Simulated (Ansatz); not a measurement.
Results of the Gaussian-basis code of Ansatz.

A structure relaxed at PBE0-D4/def2-TZVP, charge 0, multiplicity 1:

```
atom   x (Å)   y (Å)   z (Å)
  C1  -0.563   1.990   1.199
  N2  -1.002   0.720   0.599
  C3  -2.448   0.551   0.806
 Al4   0.054  -0.836   1.122
 Cl5   1.411  -0.377   2.689
  N6   0.925  -0.798  -0.625
  C7   2.295  -0.260  -0.616
  C8   0.907  -2.090  -1.324
 Al9  -0.437   0.454  -1.251
Cl10   0.426   2.212  -2.071
 H11   0.508   2.137   1.058
 H12  -0.765   1.998   2.274
 H13  -1.082   2.834   0.736
 H14  -3.005   1.372   0.342
 H15  -2.688   0.539   1.874
 H16  -2.789  -0.387   0.366
 H17  -0.863  -2.116   1.265
 H18   2.333   0.700  -0.102
 H19   2.973  -0.946  -0.100
 H20   2.656  -0.110  -1.638
 H21   1.248  -1.977  -2.358
 H22  -0.104  -2.501  -1.339
 H23   1.564  -2.811  -0.826
 H24  -1.555  -0.298  -2.078
```

**Question.** Give its formula and SMILES.

**Answer.** C4H14Al2Cl2N2, `C[N+]1(C)[Al@H-]([Cl])[N+](C)(C)[Al@@H-]1[Cl]`.

**Question.** Point group (tolerance 0.08 Å, 0.16 Å for H)?

**Answer.** C2v.

**Question.** Summarise the bond lengths by kind.

**Answer.** 4 × C–N 1.470 to 1.472 Å; 12 × C–H 1.090 to 1.095 Å; 4 × Al–N 1.952 Å; 2 × Al–Cl 2.123 Å; 2 × Al–H 1.581 Å.
